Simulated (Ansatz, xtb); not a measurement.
## Two isomers of C4H4F2O

We compare X, `FC1(F)CC=CO1`, a singlet, with Y, `C/C(F)=C/C(=O)F`, a singlet. Both are isolated molecules in the gas phase, relaxed with PBE0-D3(BJ)/def2-SVP; the shapes shown needn't be the lowest conformers.

X (Å):

```yaml
atoms:
  - { symbol: C, position_ang: [-2.1502, -0.5242, 0.1813] }
  - { symbol: C, position_ang: [-0.8299, -1.1033, 0.6990] }
  - { symbol: C, position_ang: [0.0863, 0.0763, 0.5945] }
  - { symbol: C, position_ang: [-0.6206, 1.0971, 0.1086] }
  - { symbol: F, position_ang: [-3.1327, -0.5773, 1.0934] }
  - { symbol: F, position_ang: [-2.6063, -1.1643, -0.9059] }
  - { symbol: O, position_ang: [-1.9302, 0.8042, -0.1507] }
  - { symbol: H, position_ang: [-0.9665, -1.4700, 1.7279] }
  - { symbol: H, position_ang: [-0.5298, -1.9559, 0.0706] }
  - { symbol: H, position_ang: [1.1394, 0.0965, 0.8662] }
  - { symbol: H, position_ang: [-0.3329, 2.1229, -0.1166] }
```

Y (Å):

```xyz
11

C    -0.8100   -1.9681    0.7054
C    -1.2258   -0.6717    0.1204
C    -0.9686    0.5445    0.6329
C    -1.3571    1.8439    0.0882
F    -1.9042   -0.8206   -1.0042
F    -2.0590    1.7624   -1.0492
O    -1.1030    2.9016    0.5662
H    -0.1847   -2.5175   -0.0162
H    -0.2511   -1.8288    1.6379
H    -1.6988   -2.5887    0.9017
H    -0.4028    0.5969    1.5630
```

Q: Estimate which is lower in electronic energy at CCSD(T)/def2-SVP + ΔMP2/def2-TZVPP, and by roughly how much.

A: The CCSD(T)/def2-SVP + ΔMP2/def2-TZVPP calculation puts structure Y lower, by 3.6 kcal/mol.

How the difference moves with the method:

```json
{"level": "GFN2-xTB", "geometry": "GFN2-xTB", "E(Y) − E(X) (kcal/mol)": "+13.3", "departure from the last row (kcal/mol)": "+16.9", "job, with rough time for the two": "optimisation, 0.11 s"}
{"level": "HF/STO-3G", "geometry": "GFN2-xTB", "E(Y) − E(X) (kcal/mol)": "+26.5", "departure from the last row (kcal/mol)": "+30.0", "job, with rough time for the two": "single point, 0.44 s"}
{"level": "r2SCAN-D4/def2-SVP", "geometry": "GFN2-xTB", "E(Y) − E(X) (kcal/mol)": "−6.8", "departure from the last row (kcal/mol)": "−3.2", "job, with rough time for the two": "single point, 4.9 s"}
{"level": "PBE0-D3(BJ)/def2-SVP", "geometry": "PBE0-D3(BJ)/def2-SVP", "E(Y) − E(X) (kcal/mol)": "−3.1", "departure from the last row (kcal/mol)": "+0.5", "job, with rough time for the two": "optimisation, 36 s"}
{"level": "HF/def2-SVP", "geometry": "PBE0-D3(BJ)/def2-SVP", "E(Y) − E(X) (kcal/mol)": "−5.2", "departure from the last row (kcal/mol)": "−1.6", "job, with rough time for the two": "part of the CCSD(T) run"}
{"level": "MP2/def2-SVP", "geometry": "PBE0-D3(BJ)/def2-SVP", "E(Y) − E(X) (kcal/mol)": "−6.6", "departure from the last row (kcal/mol)": "−3.0", "job, with rough time for the two": "part of the CCSD(T) run"}
{"level": "CCSD(T)/def2-SVP", "geometry": "PBE0-D3(BJ)/def2-SVP", "E(Y) − E(X) (kcal/mol)": "−5.6", "departure from the last row (kcal/mol)": "−2.0", "job, with rough time for the two": "single point"}
{"level": "CCSD(T)/def2-SVP + ΔMP2/def2-TZVPP", "geometry": "PBE0-D3(BJ)/def2-SVP", "E(Y) − E(X) (kcal/mol)": "−3.6", "departure from the last row (kcal/mol)": "", "job, with rough time for the two": "single point, 78 s"}
```

As drawn, Y has 1 C=O in place of 2 C–O. Structure X has a 5-membered ring, Y no ring.

GFN2-xTB, HF/STO-3G put the two in the other order. The largest departure from CCSD(T)/def2-SVP + ΔMP2/def2-TZVPP is that of HF/STO-3G, 30.0 kcal/mol. The last row adds to CCSD(T) the change of the MP2 difference between the two basis sets, here +2.0 kcal/mol.

With thermal terms from frequencies at re-optimised GFN2-xTB minima (ideal gas, soft modes damped towards free rotors, one conformer each, 298.15 K, 1 atm): the zero-point term adds −1.1 kcal/mol; ΔH is −3.7 and ΔG −6.3 kcal/mol.

The correlated steps freeze 7 core orbitals. Run with Ansatz 0.2.0, xtb 6.7.1; the last row on 2 threads of Arm Neoverse V1 on a shared host.
